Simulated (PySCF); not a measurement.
Compound: C4H5F4Si (doublet state).
SMILES with atom numbers: `[CH3:1]/[C:2]=[C:3](/[CH2:4][F:5])[Si:6]([F:7])([F:8])[F:9]` (hydrogens: H10, H11, H12 on C1; H13, H14 on C4)

Geometry (GFN2-xTB, Å), atoms numbered from 1 in this order:
```
atom  x, y, z in Å
C1     2.2082   -0.0766   -0.6412
C2     0.9131   -0.6494   -0.3434
C3    -0.3043   -0.3598    0.0220
C4    -1.3664   -1.4325    0.1581
F5    -2.0613   -1.2793    1.3326
Si6   -0.8796    1.3875    0.4394
F7    -0.8700    1.7845    1.9729
F8    -2.3368    1.7329   -0.0813
F9     0.0606    2.4768   -0.2384
H10    2.5224   -0.3720   -1.6428
H11    2.1919    1.0182   -0.5925
H12    2.9472   -0.4462    0.0700
H13   -2.1031   -1.3535   -0.6497
H14   -0.9225   -2.4312    0.1722
```

The hyperfine couplings belong to this conformer and change with its torsions.

Computed with UKS B3LYP, pcH-1 on C F H Si, non-relativistic, mean-field spin-orbit, GIAO (PySCF 2.14.0). Isolated species at its GFN2-xTB geometry (one conformer only). The geometry wasn't refined by DFT: couplings that depend on bond lengths, twists or pyramidal angles can differ widely from those at the functional's own minimum. No stability test was run, so a lower SCF solution isn't excluded.

Mulliken spin populations: C1 -0.041, C2 +0.966, C3 -0.157, C4 +0.046, F5 +0.001, Si6 +0.080, F7 +0.004, F8 +0.006, F9 +0.001, H10 +0.011, H11 +0.071, H12 +0.007, H13 0.000, H14 +0.005.

Q: What dipolar couplings does the calculation give for H10, H11, H12, H13, H14?

A: 
```csv
atom,position,distance from C2 (Å),T1 (MHz),T2,T3
H10,2 bonds from C2,2.09,-6.64,-5.41,12.04
H11,2 bonds from C2,2.12,-5.72,-1.40,7.12
H12,2 bonds from C2,2.09,-6.50,-5.09,11.59
H13,3 bonds from C2,3.11,-2.87,-2.60,5.47
H14,3 bonds from C2,2.61,-6.49,-2.07,8.56
```

Q: Estimate them with point dipoles: put each population ρk at its nucleus, leave out the nucleus itself and the atom bound to it, and sum T = Σ [ρk/(2S)]·C·(3 n nᵀ − 1)/r³ with C = μ0 gₑ μB g_N μN/(4π h) = 79.06 MHz Å³.

A: 
```tsv
atom	T1 (MHz)	T2	T3	T3, computed	difference in T3 (%)
H10	-9.10	-6.74	15.83	12.04	+31
H11	-7.88	-7.42	15.31	7.12	+115
H12	-9.04	-6.79	15.83	11.59	+37
H13	-1.87	-1.35	3.22	5.47	-41
H14	-4.08	-3.22	7.30	8.56	-15
```

In T3 the estimate is closest for H14 (-15 %, 2.61 Å from C2) and worst for H11 (+115 %, 2.12 Å).

Q: If all the spin sat on C2, T∥ = 2C/r³. What distance does the computed T3 of H13 then imply?

A: r = (2 × 79.06/5.47)^(1/3) = 3.07 Å, against 3.11 Å in the structure.
